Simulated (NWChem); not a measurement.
System: MoH6; SMILES [MoH6]

Program: NWChem. All runs use the structure optimised with PBE0/def2-SVP. def2 effective core potentials on Mo; no spin-orbit coupling.

Question: What does the run give for MPW1K/def2-SVP? Quantities: highest occupied level (eV); orbital gap (eV).

Answer: 
```
Property                     Result
---------------------------  ------
highest occupied level (eV)   -9.59
orbital gap (eV)               2.67
```
